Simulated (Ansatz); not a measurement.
Process, species as SMILES: [CH2][SiH2]C -> [CH2-][SiH2]C (an electron is taken up)
Structures are relaxed separately at B3LYP-D3(BJ)/def2-TZVP in Ansatz (an electronic-structure program), one conformer each, not searched for the lowest.

Property: adiabatic electron affinity (electronic energy difference), positive where the reaction releases energy, in eV. Correlated levels leave the core frozen unless marked. Open shells are spin-unrestricted. No spin-orbit coupling. Non-relativistic. Anions need diffuse functions: aug- sets have them; def2-D sets add few; the other sets have none. Basis-set limits of correlation are two-point, X^-3; Hartree-Fock from the larger set.

```
level                         program  adiabatic electron affinity (eV)
---------------------  --------------  --------------------------------
HF/STO-3G                      Ansatz                             -6.19
HF/cc-pwCVTZ                   Ansatz                             -0.77
BLYP/def2-TZVPD                Ansatz                              0.85
revPBE-D4/def2-TZVPD   Ansatz + dftd4                              1.02
B3LYP-D4/def2-TZVPD    Ansatz + dftd4                              0.96
PBE0/6-31G*                    Ansatz                              0.17
PBE0-D3(BJ)/def2-TZVP  Ansatz + dftd3                              0.68
```

Q: Estimate the value at CCSD(T)/CBS(aug-cc-pV(T+d)Z,aug-cc-pV(Q+d)Z) as computed with Ansatz.

A: 0.97 eV
